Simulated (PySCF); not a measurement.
## Bromine: a sound run and one with changed settings

Sound run: Br [Ar] 3d10 4s2 4p5, Br⁺ [Ar] 3d10 4s2 4p4. Computed with PySCF 2.14 in cc-pVDZ-DK, with the spin-free X2C one-electron Hamiltonian (Gaussian nucleus). The sound run starts from symmetry-adapted Hartree-Fock orbitals and uses a fine grid where one is needed.

Changed run: initial guess atom, at most 3 SCF cycles. This setting is unsound on purpose.

```
species  method  sound run (hartree)  changed run (hartree)  converged
     Br     UHF          -2604.29841            -2604.29841         no
     Br    MN15          -2607.77900            -2607.77898         no
     Br     LDA          -2602.35833            -2602.35833         no
    Br⁺     UHF          -2603.90303            -2603.90293         no
    Br⁺    MN15          -2607.34998            -2607.34997         no
    Br⁺     LDA          -2601.91597            -2601.91596         no
```

The SCF was stopped early; the energies are upper bounds that still move, and correlated levels were skipped or rest on poor orbitals.
